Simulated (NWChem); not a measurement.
System: WHOF4, doublet; SMILES [OH][W]([F])([F])([F])[F]

Input file for NWChem:

```
start job
memory heap 200 mb stack 900 mb global 1100 mb
geometry units angstroms noautoz
  W      0.003207     0.248209     0.031823
  F      0.238034    -1.352015     1.034020
  F     -0.060214     1.221308     1.589280
  F     -0.253402     1.834920    -0.951155
  F     -1.231070    -0.595254    -1.036655
  O      1.745392    -0.076400    -0.518362
  H      2.133065    -0.883386    -0.131723
end
basis spherical
  W library def2-svp
  F library def2-svp
  O library def2-svp
  H library def2-svp
end
ecp
  W library def2-ecp
end
dft
  odft
  mult 2
  xc optx lyp
  iterations 150
  mulliken
end
task dft energy
```

Parts of the log:

```
             Northwest Computational Chemistry Package (NWChem) 7.3.0
             --------------------------------------------------------

 C1  symmetry detected

                             Geometry "geometry" -> ""
                             -------------------------

 Output coordinates in angstroms (scale by  1.889725989 to convert to a.u.)

  No.       Tag          Charge          X              Y              Z
 ---- ---------------- ---------- -------------- -------------- --------------
    1 W                   74.0000    -0.00018189    -0.02823223    -0.03085979
    2 F                    9.0000    -0.00102563     1.85348730    -0.31262260
    3 F                    9.0000     1.69927362    -0.13679864    -0.72128030
    4 F                    9.0000     0.00073867    -1.89520102     0.22246298
    5 F                    9.0000    -1.70165403    -0.13741675    -0.71612330
    6 O                    8.0000     0.00405036     0.44102716     1.76442872
    7 H                    1.0000     0.00506350     1.40432965     1.91626337

 Effective nuclear repulsion energy (a.u.)    1093.9826239944

                                 NWChem DFT Module
                                 -----------------

 Summary of "ao basis" -> "ao basis" (spherical)
 ------------------------------------------------------------------------------
       Tag                 Description            Shells   Functions and Types
 ---------------- ------------------------------  ------  ---------------------
 W                          def2-svp                12       32   6s3p2d1f
 F                          def2-svp                 6       14   3s2p1d
 O                          def2-svp                 6       14   3s2p1d
 H                          def2-svp                 3        5   2s1p

            General Information
            -------------------
          SCF calculation type: DFT
          Wavefunction type:  spin polarized.
          No. of atoms     :     7
          No. of electrons :    59
           Alpha electrons :    30
            Beta electrons :    29
          Charge           :     0
          Spin multiplicity:     2
          Use of symmetry is: off; symmetry adaption is: off
          Maximum number of iterations: 150
          AO basis - number of functions:   107
                     number of shells:    45
          Convergence on energy requested:  1.00D-06
          Convergence on density requested:  1.00D-05
          Convergence on gradient requested:  5.00D-04

              XC Information
              --------------
                        Slater Exchange Functional  1.052 local
                      OPTX     Exchange Functional  1.432 non-local
              Lee-Yang-Parr Correlation Functional  1.000

             Grid Information
             ----------------
          Grid used for XC integration:  medium
          Radial quadrature: Mura-Knowles
          Angular quadrature: Lebedev.
          Tag              B.-S. Rad. Rad. Pts. Rad. Cut. Ang. Pts.
          ---              ---------- --------- --------- ---------
          W                   1.35      123           9.0       590
          F                   0.50       49          10.0       434
          O                   0.60       49           8.0       434
          H                   0.35       45          10.0       434
          Grid pruning is: on
          Number of quadrature shells:   413
          Spatial weights used:  Erf1

      Superposition of Atomic Density Guess
      -------------------------------------

 Sum of atomic energies:        -545.53709483

      Non-variational initial energy
      ------------------------------

 Total energy =    -538.648498
 1-e energy   =   -1431.515923
 2-e energy   =     561.776972
 HOMO         =      -0.029908
 LUMO         =       0.005900

     ---------------------------------------------
      Total Density - Mulliken Population Analysis
     ---------------------------------------------

    Atom       Charge   Shell Charges
 -----------   ------   -------------------------------------------------------
    1 W   14    10.87   0.04 -0.35  1.78  0.56  0.21  0.34  5.51  0.58  0.10  1.62  0.31  0.16
    2 F    9     9.69   1.99  1.15  0.80  3.56  2.18  0.00
    3 F    9     9.62   1.99  1.15  0.79  3.53  2.14  0.00
    4 F    9     9.68   1.99  1.15  0.80  3.55  2.17  0.00
    5 F    9     9.62   1.99  1.15  0.79  3.53  2.14  0.00
    6 O    8     8.80   1.99  1.12  0.65  3.08  1.95  0.01
    7 H    1     0.72   0.53  0.13  0.06

     --------------------------------------------
      Spin Density - Mulliken Population Analysis
     --------------------------------------------

    Atom       Charge   Shell Charges
 -----------   ------   -------------------------------------------------------
    1 W   14     0.87   0.00 -0.00  0.00 -0.00  0.01  0.29  0.00  0.00  0.00  0.49  0.07  0.00
    2 F    9     0.01   0.00  0.00 -0.00  0.01 -0.00  0.00
    3 F    9     0.00   0.00  0.00 -0.00  0.00 -0.00  0.00
    4 F    9     0.01   0.00  0.00 -0.00  0.02 -0.00  0.00
    5 F    9     0.00   0.00  0.00 -0.00  0.00 -0.00  0.00
    6 O    8     0.00   0.00  0.02 -0.02  0.00 -0.00  0.00
    7 H    1     0.10   0.03  0.07 -0.00

[...]
```

Level: OLYP/def2-SVP with def2 effective core potentials on W, spin-unrestricted. Structure relaxed at the PBE0/def2-SVP, spin-unrestricted level. Not confirmed as a minimum by frequencies. This spin state was assumed; another may lie lower. No stability test was run on the SCF state. def2 effective core potentials on W; no spin-orbit coupling.
